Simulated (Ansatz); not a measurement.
Ansatz (a quantum-chemistry and plane-wave program) input file for C2H5NOSi, SMILES N#CC[SiH2]O, PBE/def2-SVPD. Coordinates come from a B3LYP-D3(BJ)/def2-SVP optimisation. This is a generated structure with no PubChem entry under its InChIKey; it may be hypothetical. One conformer was computed; it need not be the lowest.

Ansatz 0.2 input:
```yaml
crystal:
  periodic: [false, false, false]
  atoms:
    - {symbol: N, position_ang: [-0.33238060, 2.86353043, -0.00000000]}
    - {symbol: C, position_ang: [0.19754844, 1.83211431, 0.00000000]}
    - {symbol: C, position_ang: [0.80152828, 0.51035261, 0.00000000]}
    - {symbol: Si, position_ang: [-0.50420785, -0.86859862, 0.00000000]}
    - {symbol: O, position_ang: [0.40730996, -2.26391560, -0.00000000]}
    - {symbol: H, position_ang: [1.44418214, 0.38778428, -0.88771219]}
    - {symbol: H, position_ang: [1.44418215, 0.38778428, 0.88771218]}
    - {symbol: H, position_ang: [-1.35459589, -0.74453198, 1.21693159]}
    - {symbol: H, position_ang: [-1.35459589, -0.74453197, -1.21693158]}
    - {symbol: H, position_ang: [-0.04653831, -3.11431378, -0.00000000]}
basis:
  gaussian:
    orbitals: def2-SVPD
hamiltonian:
  xc: {name: PBE}
```

It prints:

```
WARN ansatz: RAYON_NUM_THREADS=1 ignored (pool sized by the plan → 1); use --threads N
Functional definition: PBE
integrals: 0.07 GiB planned
1246 factors; their error is unknown
mean field: 0.52 GiB planned
mean field evaluation 1: about -13541.7967 eV, gradient 7.6e1 eV
mean field evaluation 2: about -13500.3870 eV, gradient 1.6e2 eV
mean field evaluation 4: about -13553.0017 eV, gradient 1.7e1 eV
mean field evaluation 8: about -13553.6520 eV, gradient 9.9e-2 eV
mean field evaluation 16: about -13553.5981 eV, gradient 7.4e-5 eV
mean field -13553.59811718 eV, -498.0855438475 hartree, gradient 7.4e-5 eV, S^2 0.000000; 0 other end points of the search recorded, 0 dependent functions left out
reference -13553.59816734 eV, -498.0855456910 hartree; 23, 23 occupied and 124, 124 virtual orbitals, 1246 factors
Total energy: -13553.59816734 eV, -498.0855456910 hartree
```

The run converged.
